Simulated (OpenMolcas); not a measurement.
SnSiH6O (SMILES [SiH3][O][SnH3]): methods side by side

The species is SnSiH6O (9 atoms), meant as a singlet with charge 0. SMILES: `[SiH3][O][SnH3]`. The coordinates come from a PBE0-D4/def2-TZVP relaxation.

```xyz
9

Si   -0.7075    1.1063   -0.9618
O     0.5496    0.2327   -0.4110
Sn    0.8371   -1.1457    0.9564
H    -1.7860    0.2281   -1.5020
H    -0.2330    2.0041   -2.0464
H    -1.3096    1.9374    0.1212
H     2.4937   -1.4998    0.8299
H    -0.1660   -2.4609    0.5447
H     0.4101   -0.4484    2.4520
```

Each level gives the energy change with the Si1–H5 bond stretched from 1.486 to 2.674 Å (eV). The values are calculated.

```
                                        level                 kind     program  value (eV)  CPU time (all runs)
  BLYP/def2-SVP (core potential) (restricted)                  GGA  OpenMolcas        2.88                 98 s
 M06-L/def2-SVP (core potential) (restricted)             meta-GGA  OpenMolcas        3.24              2.1 min
  TPSS/def2-SVP (core potential) (restricted)             meta-GGA  OpenMolcas        3.14              2.3 min
 B3LYP/def2-SVP (core potential) (restricted)        global hybrid  OpenMolcas        3.15                 87 s
M06-2X/def2-SVP (core potential) (restricted)      hybrid meta-GGA  OpenMolcas        3.40              1.8 min
  PBE0/def2-SVP (core potential) (restricted)        global hybrid  OpenMolcas        3.24                 83 s
B2PLYP/def2-SVP (core potential) (restricted)        double hybrid  OpenMolcas        3.30                 66 s
   MP2/def2-SVP (core potential) (restricted)  perturbation theory  OpenMolcas        3.50                 18 s
```

The first shape isn't each level's own minimum. The values span 2.88 to 3.50 eV. In the correlated wave-function rows the outer d shell of Sn is correlated, in sets not made for it. CPU times are rough (shared hosts, several kinds of processor and program).
